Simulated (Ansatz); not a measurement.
Input file for Ansatz (a program for electronic structure): R-B3LYP-D3(BJ)/def2-TZVP on CH4 (SMILES C).

Ansatz 0.2 input:
```yaml
crystal:
  periodic: [false, false, false]
  atoms:
    - {symbol: C, position_ang: [0.00000000, 0.00000000, 0.00000000]}
    - {symbol: H, position_ang: [0.62910000, 0.62910000, 0.62910000]}
    - {symbol: H, position_ang: [-0.62910000, -0.62910000, 0.62910000]}
    - {symbol: H, position_ang: [0.62910000, -0.62910000, -0.62910000]}
    - {symbol: H, position_ang: [-0.62910000, 0.62910000, -0.62910000]}
basis:
  gaussian:
    orbitals: def2-TZVP
hamiltonian:
  xc: b3lyp
  dispersion: d3bj
relax: {f_tol: 0.004, max_steps: 120}
scf: {lower_state_search: off}
```

Output:

```
WARN ansatz: RAYON_NUM_THREADS=4 ignored (pool sized by the plan → 4); use --threads N
Functional definition: B3LYP
these checks for a lower state are left out or cut short: stability, starts, cluster_reference, orbital_swaps, neighbouring_geometries, increment
integrals: 0.01 GiB planned
356 factors; their error is unknown
mean field: 0.10 GiB planned
mean field evaluation 1: about -1097.5520 eV, gradient 5.0e1 eV
mean field evaluation 2: about -1095.4705 eV, gradient 5.4e1 eV
mean field evaluation 4: about -1103.0918 eV, gradient 6.8e-2 eV
mean field evaluation 8: about -1103.0821 eV, gradient 7.7e-4 eV
mean field -1103.08211623 eV, -40.5375200757 hartree, gradient 7.1e-7 eV, S^2 0.000000; 0 other end points of the search recorded, 0 dependent functions left out
the calculation of the forces begins
reference -1103.08229609 eV, -40.5375266852 hartree; 5, 5 occupied and 50, 50 virtual orbitals, 356 factors
relax step   1: F+E_penalty+E_count = -1103.13418472 eV  Δ(F+E_penalty+E_count) = +0.000e0 eV  max|allowed force component| = 8.227e-3 eV/Å  Δτ_max = 0.0000 Å  (13 SCF iters, accepted)
these checks for a lower state are left out or cut short: stability, starts, cluster_reference, orbital_swaps, neighbouring_geometries, increment
integrals: 0.01 GiB planned
356 factors; their error is unknown
mean field: 0.10 GiB planned
mean field evaluation 16: about -1103.0918 eV, gradient 2.5e-1 eV
mean field -1103.08212661 eV, -40.5375204568 hartree, gradient 1.8e-6 eV, S^2 0.000000; 0 other end points of the search recorded, 0 dependent functions left out
the calculation of the forces begins
reference -1103.08230644 eV, -40.5375270654 hartree; 5, 5 occupied and 50, 50 virtual orbitals, 356 factors
relax step   2: F+E_penalty+E_count = -1103.13419576 eV  Δ(F+E_penalty+E_count) = -1.104e-5 eV  max|allowed force component| = 2.253e-3 eV/Å  Δτ_max = 0.0003 Å  (16 SCF iters, accepted)
Total energy: -1103.13437559 eV, -40.5394405716 hartree
Atom 0 at     0.000000     0.000000    -0.000000 Å, force     0.000000    -0.000000    -0.000000 eV/Å
Atom 1 at     0.628924     0.628924     0.628924 Å, force    -0.002253    -0.002253    -0.002253 eV/Å
Atom 2 at    -0.628924    -0.628924     0.628924 Å, force     0.002253     0.002253    -0.002253 eV/Å
Atom 3 at     0.628924    -0.628924    -0.628924 Å, force    -0.002253     0.002253     0.002253 eV/Å
Atom 4 at    -0.628924     0.628924    -0.628924 Å, force     0.002253    -0.002253     0.002253 eV/Å
Dipole moment:    -0.000000     0.000000     0.000000 e Å
Checks for a lower state left out: stability, starts, cluster_reference, orbital_swaps, neighbouring_geometries, increment
```

The run converged.

Cost: about 1.2 core-seconds (a rough figure).
